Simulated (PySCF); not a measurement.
**Electron correlation in Te⁺ (tellurium, charge +1)**

[Kr] 4d10 5s2 5p3, high-spin 4S determinant. Computed with PySCF 2.14 in aug-cc-pVTZ-PP with one added diffuse shell each of d, f type with ECP28MDF (6s5p5d3f, 67 functions), with scalar relativity through the core potential. Frozen: 4s2 4p6 4d10; 5 electrons correlated.

MP2 pair energies summed by pair of shells (mhartree):

```csv
pair,energy,share (%)
5s-5p,-42.23,66.4
5p-5p,-13.89,21.8
5s-5s,-7.45,11.7
```

Total MP2 correlation energy: -63.57 mhartree.

Same-spin part -16.76 and opposite-spin part -46.81 mhartree; SCS-MP2 scales them by 1/3 and 6/5 to -61.75 mhartree.
